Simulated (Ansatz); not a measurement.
Mulliken charges of `[BH]1C[SiH2][AlH]1` from ωB97M-V/def2-TZVPP in Ansatz (PBE0-D4/def2-TZVP geometry).

| atom | x (Å) | y (Å) | z (Å) | charge (e) |
| --- | --- | --- | --- | --- |
| B1 | 0.422 | 1.042 | 0.133 | -0.148 |
| C2 | 0.820 | -0.048 | 1.134 | -0.323 |
| Si3 | -0.444 | -0.949 | -0.022 | 0.009 |
| Al4 | -0.186 | 0.879 | -1.740 | 0.208 |
| H5 | -0.594 | 1.691 | 0.380 | 0.088 |
| H6 | 0.473 | 0.034 | 2.162 | 0.126 |
| H7 | 1.795 | -0.525 | 1.059 | 0.135 |
| H8 | 0.277 | -2.078 | -0.670 | -0.019 |
| H9 | -1.663 | -1.405 | 0.689 | -0.020 |
| H10 | -0.816 | 1.309 | -3.121 | -0.056 |

By hand: the dipole of these point charges (1 e Å = 4.8032 D).

Σ q r = (-0.047, 0.112, -0.126) e Å, of length 0.175 e Å = 0.84 D.

How does the dipole of the full density compare? (Estimate.)

Ansatz gave: (-0.020, 0.003, -0.228) e Å, 1.10 D; the point charges give 0.76 times that, at 41° from its direction.

Point charges leave out the atoms' own dipoles, such as those of lone pairs, and Mulliken's split depends on the basis, so the two needn't agree.
